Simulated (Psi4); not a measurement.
lithium hydride (HLi), singlet, geometry from GFN2-xTB (such geometries of metal compounds can be far from the true shape); BHHLYP/6-311G** (Psi4 1.11).

Psi4 was given this input:
```
memory 2 GB

molecule {
0 1
  Li   -0.00000000   -0.00000000   -0.34356182
  H     0.00000000    0.00000000    1.03068545
}

set basis 6-311g**

energy('bhhlyp')
print_variables()
```

Output, abridged:

```
   => Loading Basis Set <=

    Name: 6-311G**
    Role: ORBITAL
    Keyword: BASIS

         ---------------------------------------------------------
                                   SCF
               by Justin Turney, Rob Parrish, Andy Simmonett
                          and Daniel G. A. Smith
                              RKS Reference
         ---------------------------------------------------------

  ==> Geometry <==

    Molecular point group: c2v
    Full point group: C_inf_v

    Geometry (in Angstrom), charge = 0, multiplicity = 1:

       Center              X                  Y                   Z               Mass
    ------------   -----------------  -----------------  -----------------  -----------------
         LI           0.000000000000     0.000000000000    -0.172610968014     7.016003436600
         H            0.000000000000     0.000000000000     1.201636301986     1.007825032230

  Running in c2v symmetry.

  Rotational constants: A = ************  B =     10.12916  C =     10.12916 [cm^-1]
  Rotational constants: A = ************  B = 303664.57810  C = 303664.57810 [MHz]
  Nuclear repulsion =    1.155200862803970

  Charge       = 0
  Multiplicity = 1
  Electrons    = 4
  Nalpha       = 2
  Nbeta        = 2

  ==> Algorithm <==

  SCF Algorithm Type is DF.
  DIIS enabled.
  MOM disabled.
  Fractional occupation disabled.
  Guess Type is SAD.
  Energy threshold   = 1.00e-06
  Density threshold  = 1.00e-06
  Integral threshold = 1.00e-12

  ==> Primary Basis <==

  Basis Set: 6-311G**
    Blend: 6-311G**
    Number of shells: 12
    Number of basis functions: 24
    Number of Cartesian functions: 25
    Spherical Harmonics?: true
    Max angular momentum: 2

  ==> DFT Potential <==

   => LibXC <=

    Version 7.1.2
    S. Lehtola, C. Steigemann, M. J. T. Oliveira, and M. A. L. Marques,  SoftwareX 7, 1–5 (2018) (10.1016/j.softx.2017.11.002)

   => Composite Functional: BHANDHLYP <=

    BHandHLYP Hyb-GGA Exchange-Correlation Functional

    A. D. Becke,  J. Chem. Phys. 98, 1372 (1993) (10.1063/1.464304)
    Defined through Gaussian implementation.

    Deriv               =              1
    GGA                 =           TRUE
    Meta                =          FALSE

    Exchange Hybrid     =           TRUE
    MP2 Hybrid          =          FALSE

   => Exchange Functionals <=

    0.5000         Becke 88

   => Exact (HF) Exchange <=

    0.5000               HF

   => Correlation Functionals <=

[...]
   @DF-RKS iter   2:    -8.06328998415538   -2.80739e-02   2.38058e-03 ADIIS/DIIS
   @DF-RKS iter   3:    -8.06446993107478   -1.17995e-03   8.54022e-05 DIIS
   @DF-RKS iter   4:    -8.06447507900216   -5.14793e-06   2.56487e-05 DIIS
   @DF-RKS iter   5:    -8.06447558256536   -5.03563e-07   5.03454e-06 DIIS
   @DF-RKS iter   6:    -8.06447561191891   -2.93535e-08   3.68885e-07 DIIS
  Energy and wave function converged.

  ==> Post-Iterations <==

   Electrons on quadrature grid:
      Ntotal   =    4.0000006201 ; deviation = 6.201e-07

    Orbital Energies [Eh]
    ---------------------

    Doubly Occupied:

[...]
    Virtual:

[...]
      13A1     3.930878

    Final Occupation by Irrep:
             A1    A2    B1    B2
    DOCC [     2,    0,    0,    0 ]
    NA   [     2,    0,    0,    0 ]
    NB   [     2,    0,    0,    0 ]

  @DF-RKS Final Energy:    -8.06447561191891

   => Energetics <=

    Nuclear Repulsion Energy =              1.1552008628039698
    One-Electron Energy =                 -12.7794279257969841
    Two-Electron Energy =                   4.7331102735196664
    DFT Exchange-Correlation Energy =      -1.1733588224455598
    Empirical Dispersion Energy =           0.0000000000000000
    VV10 Nonlocal Energy =                  0.0000000000000000
    Total Energy =                         -8.0644756119189083

Computation Completed

Properties will be evaluated at   0.000000,   0.000000,   0.000000 [a0]

Properties computed using the SCF density matrix

 Multipole Moments:

 ------------------------------------------------------------------------------------
     Multipole            Electronic (a.u.)      Nuclear  (a.u.)        Total (a.u.)
 ------------------------------------------------------------------------------------

 L = 1.  Multiply by 2.5417464519 to convert [e a0] to [Debye]
 Dipole X            :          0.0000000            0.0000000            0.0000000
 Dipole Y            :          0.0000000            0.0000000            0.0000000
 Dipole Z            :         -3.4158933            1.2922011           -2.1236922
 Magnitude           :                                                    2.1236922

 ------------------------------------------------------------------------------------

  Variable Map:
  ----------------------------------------------------------------------------
[...]
  Array Variable Map:
  ----------------------------------------------------------------------------
[...]
[...]
```
